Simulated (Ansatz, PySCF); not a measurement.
C3H8Se. Atoms are numbered in the order given.

```xyz
12

Se     0.0675     0.2733     0.7092
C     -1.3069     1.1973    -0.3413
H     -1.5876     2.0976     0.2226
H     -2.1921     0.5563    -0.4604
H     -0.9215     1.4973    -1.3251
C      0.2602    -1.3080    -0.4552
C      0.8951    -1.0246    -1.8095
H     -0.7367    -1.7639    -0.5595
H      0.8753    -2.0037     0.1363
H      1.8961    -0.5818    -1.6940
H      0.2860    -0.3266    -2.4048
H      0.9942    -1.9558    -2.3936
```

Coordinates come from a B3LYP-D3(BJ)/def2-SVP optimisation. One conformer was computed; it need not be the lowest.

Vertical ionisation energy (IE) and electron affinity (EA) in eV. Rows of orbital energies are one-electron estimates. Where ΔSCF, EOM or ADC give a negative EA the extra electron is unbound and the value depends on the basis.

```tsv
level	IE	EA
−ε(HOMO), −ε(LUMO), B3LYP/def2-TZVP (PySCF)	5.80	-0.15
−ε(HOMO), −ε(LUMO), PBE/def2-TZVP (PySCF)	4.87	0.48
ΔSCF, CAM-B3LYP/def2-SVPD (Ansatz), final states of multiplicity 2 and 2	8.29	-1.42
ΔSCF, PBE/def2-SVPD (Ansatz), final states of multiplicity 2 and 2	8.12	-1.13
```

Q: What vertical singlet–triplet gap does ΔSCF give with CAM-B3LYP/def2-SVPD (Ansatz, an electronic-structure program) and with PBE/def2-SVPD (Ansatz)? (Estimate from the structure and the level; the computed values follow.)

A: 4.43 and 4.16 eV (triplet above singlet where positive).
